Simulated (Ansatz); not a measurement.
CH$_{3}$GeN, SMILES `N#[C][GeH3]`, charge 0, multiplicity 1.

Problem. Give a relaxed structure at PBE0-D4/def2-TZVP (Ansatz 0.2.0). (Estimate.)

Solution. Computed: 
Cartesian coordinates in Å:
```
N -0.176 1.027 2.233
C -0.094 0.547 1.189
Ge 0.044 -0.255 -0.554
H -1.162 -1.180 -0.713
H 1.363 -1.025 -0.585
H 0.025 0.887 -1.570
```
Point group C3v.
